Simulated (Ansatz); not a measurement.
Reaction (ligand exchange at the Si–C bond): `FC[SiH2]BS` + `O[SiH3]` → `[SiH3]O[SiH2]BS` + `CF`

Calculated with Ansatz (gas phase, PBE0-D4/def2-TZVP geometries, no zero-point term in ΔE). CBS: MP2 limit from def2 TZ/QZ plus the TZ coupled-cluster correction, frozen cores. This one scheme is used for every species. Functionals use def2-TZVPP. Each species was taken in one conformer, which may not be the lowest.

`FC[SiH2]BS`:

```xyz
11

F     2.730   -0.561   -0.865
C     1.673    0.078   -0.224
Si    0.029   -0.799   -0.588
B    -1.526    0.096    0.323
S    -1.237    1.520    1.323
H     1.885    0.089    0.851
H     1.649    1.119   -0.566
H    -0.198   -0.809   -2.061
H     0.124   -2.214   -0.129
H    -2.639   -0.316    0.203
H    -2.490    1.797    1.732
```

`O[SiH3]`:

Z-matrix (Å, degrees):
```
Si
O 1 1.648
H 1 1.489 2 111.7
H 1 1.489 2 111.7 3 120.9
H 1 1.481 2 105.9 3 -119.6
H 2 0.957 1 117.9 3 -60.5
```

`[SiH3]O[SiH2]BS`:

```xyz
12

Si    1.778   -1.350    0.053
O     0.461   -0.380    0.084
Si   -0.333    0.766   -0.801
B    -1.968    1.315    0.210
S    -2.335    0.590    1.771
H     3.021   -0.536   -0.003
H     1.772   -2.164    1.294
H     1.733   -2.247   -1.132
H    -0.679    0.197   -2.136
H     0.581    1.921   -1.035
H    -2.754    2.129   -0.170
H    -1.277   -0.240    1.865
```

`CF`:

```xyz
5

C     0.023    0.056   -0.003
F    -0.502   -1.214    0.067
H     0.864    0.057   -0.700
H     0.364    0.358    0.990
H    -0.750    0.743   -0.354
```

```
             level  ΔE (kJ/mol)  difference from CCSD(T)/CBS
            PBE-D4       -117.3                         16.2
         r2SCAN-D4       -129.6                          3.9
           PBE0-D4       -124.7                          8.8
           ωB97X-V       -130.0                          3.5
           ωB97M-V       -129.6                          3.9
            B2PLYP       -134.9                         -1.4
            r2SCAN       -128.7                          4.8
              PBE0       -122.2                         11.3
     HF/def2-TZVPP       -150.7                        -17.2
SCS-MP2/def2-TZVPP       -139.4                         -5.9
   CCSD/def2-TZVPP       -135.7                         -2.2
CCSD(T)/def2-TZVPP       -133.5                          0.0
     HF/def2-QZVPP       -152.7                        -19.2
SCS-MP2/def2-QZVPP       -139.9                         -6.4
      HF/CBS(def2)       -153.0                        -19.5
     MP2/CBS(def2)       -137.0                         -3.5
       CCSD(T)/CBS       -133.5                            0
```

Largest T1 diagnostic among the species: 0.014.

In def2-TZVPP, CCSD(T) changes the Hartree–Fock value by +17.2 kJ/mol (the triples alone add +2.2 kJ/mol) and MP2 by +13.7 kJ/mol. The D4 term adds −4.1 kJ/mol with B3LYP and −2.5 kJ/mol with PBE0; it sums over pairs of atoms, weighted by their polarisabilities, and B3LYP, whose exchange is more repulsive, gets the larger term. From PBE to PBE0 (25 % exact exchange), in def2-TZVPP and without D4, ΔE moves by −7.5 kJ/mol.

B3LYP here is the variant with VWN-RPA as its local correlation; programs differ in this.
